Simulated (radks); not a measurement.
Values are calculated unless marked as measured or tabulated.
Spherical jellium clusters: N electrons in a uniform positive sphere of charge N and radius rs N^(1/3), rs = 3.66 bohr. Level of theory: non-relativistic Kohn-Sham, LDA (Slater exchange, Perdew-Wang correlation), spin-polarised, spherical densities (a radial shooting solver with Libxc functionals). Levels are named by radial order and angular momentum (1s, 1p, 1d, 2s, ...), and open shells are averaged over m.

N = 34, configuration 1s2 1p6 1d10 2s2 1f14. This is the lowest configuration that the search found. Occupied and some empty levels:

level  occupation  eigenvalue (eV)  <r> (bohr)
1s              2          -5.9853       6.521
1p              6          -5.1628       8.184
1d             10          -4.2343       9.195
2s              2          -4.0422       7.566
1f             14          -3.1768       9.963
2p              0          -2.7154       8.535
1g              0          -2.0025       10.67
2d              0          -1.4107       10.20

Energy (eV): total -63.9246, kinetic 70.018, external -3148.4, Hartree 1558.6, exchange-correlation -135.87, background 1591.8. Static polarisability (adiabatic kernel): 2153 bohr^3, against R^3 = 1667 for a classical metal sphere.
